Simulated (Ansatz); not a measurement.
Consider the redistribution: `C=C(F)[SiH2][SeH]` + `[NH2][Al]([OH])[OH]` → `C=C(F)[SiH2]N` + `[OH][Al]([OH])[SeH]`.

Isolated molecules relaxed with PBE0-D4/def2-TZVP in Ansatz; ΔE leaves out vibrations. CCSD(T)/CBS is the MP2 limit (def2-TZVPP, def2-QZVPP) plus CCSD(T) − MP2 in def2-TZVPP, frozen cores. DFT in def2-TZVPP. For Se outer-core shells are correlated without core-valence functions, which leaves a few kJ/mol of doubt a bond. Scalar relativity is left out up to krypton. Each species was taken in one conformer, which may not be the lowest.

```
          level  ΔE (kcal/mol)  difference from CCSD(T)/CBS
         PBE-D4           -3.5                          0.4
      r2SCAN-D4           -4.0                         -0.1
        PBE0-D4           -4.0                         -0.1
        ωB97M-V           -4.3                         -0.4
         B2PLYP           -4.1                         -0.2
 MP2/def2-TZVPP           -4.0                         -0.1
CCSD/def2-TZVPP           -4.3                         -0.4
 MP2/def2-QZVPP           -3.8                          0.1
   HF/CBS(def2)           -5.9                         -2.0
 CCSD/CBS(def2)           -4.0                         -0.1
    CCSD(T)/CBS           -3.9                            0
```

Largest T1 diagnostic among the species: 0.012.

In def2-TZVPP, CCSD(T) changes the Hartree–Fock value by +1.9 kcal/mol (the triples alone add +0.1 kcal/mol) and MP2 by +2.1 kcal/mol.
